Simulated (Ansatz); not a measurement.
One geometry of `CC(=O)CC(=O)C(F)(F)F`, several functionals.

```yaml
crystal:
  periodic: [false, false, false]
  atoms:
    - {symbol: C, position_ang: [-2.204189, -0.563190, 0.726826]}
    - {symbol: C, position_ang: [-1.159842, 0.234249, 0.003706]}
    - {symbol: O, position_ang: [-1.358560, 0.780570, -1.047086]}
    - {symbol: C, position_ang: [0.197670, 0.323222, 0.700057]}
    - {symbol: C, position_ang: [1.249549, 0.868793, -0.221877]}
    - {symbol: O, position_ang: [1.580848, 2.013224, -0.276895]}
    - {symbol: C, position_ang: [1.951027, -0.179726, -1.119850]}
    - {symbol: F, position_ang: [1.078892, -1.072642, -1.597666]}
    - {symbol: F, position_ang: [2.589483, 0.374945, -2.129220]}
    - {symbol: F, position_ang: [2.838891, -0.850425, -0.367298]}
    - {symbol: H, position_ang: [-1.937138, -1.623504, 0.682048]}
    - {symbol: H, position_ang: [-3.174779, -0.416306, 0.257149]}
    - {symbol: H, position_ang: [-2.246090, -0.287300, 1.783364]}
    - {symbol: H, position_ang: [0.095628, 1.007414, 1.547024]}
    - {symbol: H, position_ang: [0.476908, -0.660022, 1.089018]}
basis:
  gaussian: {orbitals: def2-TZVPP}
hamiltonian: {xc: r2scan, dispersion: d4}
output: {forces: true, orbitals: {seedname: orbitals}}
```

```sh
$ ansatz run in.yaml --threads 2 --pin off --events-out ev --progress --plain --max-ram 22528MiB --backend cuda --devices 0, --max-vram 18GiB
```

It prints (some lines left out):

```
Functional definition: r2SCAN
1965 factors; their error is unknown
mean field evaluation 1: about -17497.7940 eV, gradient 8.3e1 eV
mean field evaluation 2: about -17483.3869 eV, gradient 1.2e2 eV
mean field evaluation 4: about -17510.0699 eV, gradient 6.9e0 eV
mean field evaluation 8: about -17510.1625 eV, gradient 2.1e-1 eV
mean field evaluation 16: about -17510.1273 eV, gradient 1.4e-3 eV
mean field -17510.12730315 eV, -643.4853096003 hartree, gradient 7.0e-5 eV, S^2 0.000000; 0 other end points of the search recorded, 0 dependent functions left out
reference -17510.12731382 eV, -643.4853099924 hartree; 39, 39 occupied and 341, 341 virtual orbitals, 1965 factors
Total energy: -17510.22488984 eV, -643.4888958447 hartree
Atom 0 at    -2.204189    -0.563190     0.726826 Å, force    -0.101236    -0.049724     0.061123 eV/Å
Atom 1 at    -1.159842     0.234249     0.003706 Å, force    -0.028204    -0.134865     0.190712 eV/Å
Atom 2 at    -1.358560     0.780570    -1.047086 Å, force    -0.073919     0.203588    -0.391368 eV/Å
Atom 3 at     0.197670     0.323222     0.700057 Å, force     0.139955    -0.057456     0.150021 eV/Å
Atom 4 at     1.249549     0.868793    -0.221877 Å, force    -0.075369    -0.313530     0.071932 eV/Å
Atom 5 at     1.580848     2.013224    -0.276895 Å, force     0.122730     0.500859    -0.041585 eV/Å
Atom 6 at     1.951027    -0.179726    -1.119850 Å, force    -0.174492     0.235122     0.139259 eV/Å
Atom 7 at     1.078892    -1.072642    -1.597666 Å, force    -0.294644    -0.298629    -0.153138 eV/Å
Atom 8 at     2.589483     0.374945    -2.129220 Å, force     0.193307     0.164255    -0.294954 eV/Å
Atom 9 at     2.838891    -0.850425    -0.367298 Å, force     0.285538    -0.212218     0.242069 eV/Å
Atom 10 at    -1.937138    -1.623504     0.682048 Å, force    -0.000546     0.009846     0.015499 eV/Å
Atom 11 at    -3.174779    -0.416306     0.257149 Å, force     0.021984    -0.006321     0.007548 eV/Å
Atom 12 at    -2.246090    -0.287300     1.783364 Å, force     0.007215    -0.023365    -0.006296 eV/Å
Atom 13 at     0.095628     1.007414     1.547024 Å, force    -0.010393    -0.002809     0.002172 eV/Å
Atom 14 at     0.476908    -0.660022     1.089018 Å, force    -0.011928    -0.014753     0.007008 eV/Å
Dipole moment:    -0.379403    -0.514534     0.750176 e Å
```

Hardware: 2 threads of an AMD EPYC 7R13 on a shared host and a share of an NVIDIA H100 80 GB. Wall time 4.2 s, peak host memory 0.94 GiB.

With the line `hamiltonian: {xc: pbe, dispersion: d4}` (abridged; 2.8 s):

```
Functional definition: PBE
mean field evaluation 16: about -17499.8502 eV, gradient 2.2e-3 eV
mean field -17499.85016584 eV, -643.1076317701 hartree, gradient 2.7e-5 eV, S^2 0.000000
Total energy: -17500.20926790 eV, -643.1208285276 hartree
Atom 0 force    -0.040351    -0.015530     0.037186 eV/Å
Atom 1 force     0.062286    -0.359565     0.660161 eV/Å
Atom 2 force    -0.234802     0.542791    -1.038215 eV/Å
Atom 3 force     0.117108    -0.042100     0.077732 eV/Å
Atom 4 force    -0.238095    -0.815428     0.158150 eV/Å
Atom 5 force     0.323014     1.281409    -0.057155 eV/Å
Atom 6 force    -0.284584     0.339291     0.264576 eV/Å
Atom 7 force    -0.668266    -0.662867    -0.370122 eV/Å
Atom 8 force     0.465755     0.441939    -0.741813 eV/Å
Atom 9 force     0.659229    -0.469140     0.582833 eV/Å
Atom 10 force     0.041034    -0.221368     0.012613 eV/Å
Atom 11 force    -0.201119     0.020401    -0.090420 eV/Å
Atom 12 force    -0.018385     0.029513     0.221949 eV/Å
Atom 13 force    -0.025262     0.131538     0.182528 eV/Å
Atom 14 force     0.042440    -0.200886     0.099996 eV/Å
Dipole moment:    -0.363642    -0.496587     0.718623 e Å
```

The same input with `hamiltonian: {xc: {name: wB97X-V}}` and no forces (abridged; 3.5 s):

```
Functional definition: wB97X-V
mean field evaluation 16: about -17512.9283 eV, gradient 4.8e-4 eV
mean field -17512.92827264 eV, -643.5882433303 hartree, gradient 4.0e-5 eV, S^2 0.000000
Total energy: -17512.92827074 eV, -643.5882432607 hartree
```

The same input with `hamiltonian: {xc: {name: BLYP}, dispersion: d4}` and no forces (abridged; 2.5 s):

```
Functional definition: BLYP
mean field evaluation 16: about -17515.0245 eV, gradient 2.1e-3 eV
mean field -17515.02450411 eV, -643.6652784160 hartree, gradient 7.0e-5 eV, S^2 0.000000
Total energy: -17515.81465230 eV, -643.6943158266 hartree
```

With the line `hamiltonian: {xc: {name: revPBE}, dispersion: d4}` and no forces (abridged; 3.9 s):

```
Functional definition: revPBE
mean field evaluation 16: about -17512.7360 eV, gradient 2.1e-3 eV
mean field -17512.73599876 eV, -643.5811773957 hartree, gradient 5.4e-5 eV, S^2 0.000000
Total energy: -17513.91879674 eV, -643.6246444198 hartree
```

With the line `hamiltonian: {xc: {name: r2SCANh}, dispersion: d4}` and no forces (abridged; 4.9 s):

```
Functional definition: r2SCANh
mean field evaluation 16: about -17509.1195 eV, gradient 1.9e-3 eV
mean field -17509.11951161 eV, -643.4482739441 hartree, gradient 2.0e-5 eV, S^2 0.000000
Total energy: -17509.22121931 eV, -643.4520116333 hartree
```
